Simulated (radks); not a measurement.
Task: Sr5+, 33 electrons, occupied as [Ar] 3d10 4s2 4p3. All-electron calculation, scalar-relativistic Kohn-Sham, PBE, spin-polarised, spherical densities, finite nucleus; open shells are filled with parallel spins first (spin-orbit coupling, left out, can overturn this in heavy ions); Fermi nuclear charge, rms radius 4.224 fm. Program: a radial shooting solver on a logarithmic mesh with Libxc functionals. Some entries of the table are withheld. Estimate them.

| orbital | occ. | eigenvalue (eV) | <r> (bohr) | <r^2> (bohr^2) |
|---|---|---|---|---|
| 1s up | 1 | -16005.73 | 0.03916 | 0.002067 |
| 1s down | 1 | -16005.33 | 0.03916 | 0.002067 |
| 2s up | 1 | -2225.372 | 0.1725 | 0.03507 |
| 2s down | 1 | -2225.145 | 0.1725 | 0.03506 |
| 2p up | 3 | -1985.107 | 0.1504 | 0.02764 |
| 2p down | 3 | -1984.724 | 0.1504 | 0.02765 |
| 3s up | 1 | -400.1349 | 0.4915 | 0.2772 |
| 3s down | 1 | -399.6255 | 0.4912 | 0.2768 |
| 3p up | 3 | -322.5167 | (1) | 0.2890 |
| 3p down | 3 | -321.9392 | (2) | 0.2882 |
| 3d up | 5 | -194.3331 | 0.4961 | 0.2995 |
| 3d down | 5 | -193.6705 | 0.4943 | 0.2967 |
| 4s up | 1 | -101.6790 | 1.272 | 1.820 |
| 4s down | 1 | -97.3231 | 1.271 | 1.823 |
| 4p up | 3 | -81.4898 | 1.394 | 2.199 |
| 4p down | 0 | -77.1324 | 1.403 | 2.235 |

Result: 
(1) 3p up <r> (bohr): 0.4976
(2) 3p down <r> (bohr): 0.4971
